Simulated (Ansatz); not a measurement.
One change: `[Cl][Ga]([Cl])[SeH]` becomes `[Cl][Al]([Cl])[SeH]`.

Ansatz, PBE0-D4/def2-TZVP geometries, multiplicity 1. Each molecule was computed in one conformer, which needn't be the lowest.

Scalar relativity is left out up to krypton.

| property | `[Cl][Ga]([Cl])[SeH]` |
| --- | --- |
| size of the dipole moment (ωB97M-V/def2-TZVPP) / D | 1.54 |
| ideal-gas entropy at 298 K and 1 bar (rigid rotor, harmonic PBE0-D4/def2-TZVP) / J/(mol·K) | 364 |
| HOMO energy (B3LYP/def2-TZVPP) / eV | -7.69 |
| size of the dipole moment (B3LYP/def2-TZVPP) / D | 1.62 |
| HOMO energy (PBE/def2-TZVPP) / eV | -6.78 |
| HOMO energy (ωB97M-V/def2-TZVPP) / eV | -10.07 |

Q: What does the change do to each property? (Estimate.)

A: The calculation gave: 
```tsv
property	`[Cl][Al]([Cl])[SeH]`	shift
size of the dipole moment (ωB97M-V/def2-TZVPP) / D	0.97	-0.57
ideal-gas entropy at 298 K and 1 bar (rigid rotor, harmonic PBE0-D4/def2-TZVP) / J/(mol·K)	352	-12
HOMO energy (B3LYP/def2-TZVPP) / eV	-7.56	0.13
size of the dipole moment (B3LYP/def2-TZVPP) / D	1.04	-0.58
HOMO energy (PBE/def2-TZVPP) / eV	-6.68	0.10
HOMO energy (ωB97M-V/def2-TZVPP) / eV	-9.95	0.12
```

With PBE0 the HOMO rises by 0.12 eV and the LUMO rises by 0.57 eV, so the gap widens by about 0.45 eV. PBE moves the HOMO by 0.10 eV and ωB97M-V by 0.12 eV. Dipoles are sizes alone; their direction can turn.

B3LYP here is the variant with VWN-RPA as its local correlation; programs differ in this.

Spin–orbit coupling is left out; it splits and shifts lone-pair levels of the heavy atoms by tenths of an eV.
